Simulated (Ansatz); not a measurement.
All numbers were calculated with Ansatz.

Basis-set series for C₂H₈Si₂, SMILES `[SiH3]/C=C/[SiH3]`. The species carries charge 0 and has multiplicity 1. The geometry is a stationary point of PBE0-D4/def2-TZVP.

| functional | basis | functions | energy (Eh) | HOMO (eV) | LUMO (eV) |
| --- | --- | --- | --- | --- | --- |
| PBE0-D4 | def2-SVP | 104 | -659.38708 | -8.03 | -0.87 |
| PBE0-D4 | def2-QZVPP | 494 | -659.70165 | -8.07 | -1.03 |
| ωB97M-V | def2-SVP | 104 | -659.62265 | -10.19 | 1.28 |
| ωB97M-V | def2-QZVPP | 494 | -659.94315 | -10.25 | 1.04 |

(1) Give the rows for def2-TZVPP. (An estimate is asked.)

## Answers

(1) The calculation gave: 
| functional | basis | functions | energy (Eh) | HOMO (eV) | LUMO (eV) |
| --- | --- | --- | --- | --- | --- |
| PBE0-D4 | def2-TZVPP | 258 | -659.67739 | -8.07 | -1.00 |
| ωB97M-V | def2-TZVPP | 258 | -659.92072 | -10.25 | 1.09 |

Positive LUMOs are unbound and depend on the basis.
